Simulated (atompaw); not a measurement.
**Before and after: PAW (atompaw) potential for La**

| Item | Value |
| --- | --- |
| Element | La |
| Generator | atompaw 4.2.0.5 |
| Type | PAW |
| Functional | LDA (PW92) |
| Relativity | scalar-relativistic |
| Frozen core | [Kr] 4d10 |
| Valence charge | 11 |
| Reference configuration | 4f0 5s2 5p6 5d1 6s1.5 6p0 (charge +0.5) |
| Partial waves | 5s (bound): rc 2.50 bohr; 6s (bound): rc 3.00 bohr; 5p (bound): rc 2.15 bohr; 6p (bound, empty): rc 2.65 bohr; 5d (bound): rc 3.00 bohr; 5d channel at 1.9 Ry: rc 3.00 bohr; 4f (bound, empty): rc 1.95 bohr; 4f channel at 0.3 Ry: rc 1.95 bohr |
| Local potential | bessel scheme, radius 2.55 bohr |
| Core correction | smooth core density matched at 1.90 bohr |
| Augmentation charge | besselshape compensation charge, radius 2.20 bohr; PAW radius 3.00 bohr; waves and projectors: custom rrkj gramschmidtortho |

Change: functional PBE.

Cutoffs: the cutoffs (Ry, on a coarse ladder) from which the occupation-weighted sum of valence levels, in a spherical-Bessel basis at the reference potential, stays within 10 and 1 mRy of its value at 400 Ry; they do not see the model core or the augmentation charge, which bear on the density cutoff.

**Question.** What does the change do?

**Answer.** The potential gets softer (15 Ry and 30 Ry → 15 Ry and 25 Ry); neither file shows a bound ghost.

| quantity | base | changed |
| --- | --- | --- |
| cutoff, loose | 15 Ry | 15 Ry |
| cutoff, tight | 30 Ry | 25 Ry |
| bound ghosts | none | none |
| s: phases at 3.00 bohr within 0.05 rad from the reference energy up to (Ry; the scan ends near 5) | 1.7 | 1.6 |
| p: phases at 3.00 bohr within 0.05 rad from the reference energy up to (Ry; the scan ends near 5) | to the end of the scan | to the end of the scan |
| d: phases at 3.00 bohr within 0.05 rad from the reference energy up to (Ry; the scan ends near 5) | 3.0 | 2.7 |
| f: phases at 3.00 bohr within 0.05 rad from the reference energy up to (Ry; the scan ends near 5) | 4.3 | 4.3 |
| lowest overlap eigenvalue by channel | s 0.12, p 0.12, d 0.85, f 0.41 | s 0.12, p 0.12, d 0.28, f 0.46 |

Base: The cutoffs count occupied waves only; the empty 4f level needs 30 Ry at the loose tolerance. Changed file: The cutoffs count occupied waves only; the empty 4f level needs 30 Ry at the loose tolerance. The cutoffs see the waves, projectors and local potential, not the compensation charge or the core.
